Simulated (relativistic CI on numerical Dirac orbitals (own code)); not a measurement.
## Magnetism of Ho⁴⁺, 4f9, in a crystal field

Calculated by Dirac-Coulomb-Breit CI, separate exchange-only KLI orbitals for each configuration, a model potential for QED, one configuration in a parametric crystal field, unscaled Slater integrals (own radial code).

Field parameters in Wybourne normalisation. The field is a parameter set, without covalency.

S is read from ⟨S²⟩ = S(S + 1).

Powder χT (cm³ K mol⁻¹) by Van Vleck's formula, with temperature-independent terms:

| Field | 2 K | 5 K | 10 K | 20 K | 50 K | 100 K | 200 K | 300 K |
| --- | --- | --- | --- | --- | --- | --- | --- | --- |
| C2v, B20 = -220, B22 = -160, B40 = 630, B42 = 470, B44 = 630, B60 = -460, B62 = 180, B64 = -330, B66 = 310 cm⁻¹ | 12.3 | 12.3 | 12.4 | 12.5 | 12.8 | 13.3 | 13.8 | 13.9 |
| D4h, B20 = 1100, B40 = 10, B44 = 460, B60 = -90, B64 = 370 cm⁻¹ | 12.4 | 12.4 | 12.5 | 12.6 | 13.1 | 13.5 | 13.8 | 13.9 |

(1) For D4h, B20 = 1100, B40 = 10, B44 = 460, B60 = -90, B64 = 370 cm⁻¹: what effective moment follows at 300 K?

Answers

(1) μ_eff = √(8χT) = 10.55 μB. The LS value g√(J(J + 1)) of the free ion's 6H°_15/2 level is 10.65 μB.
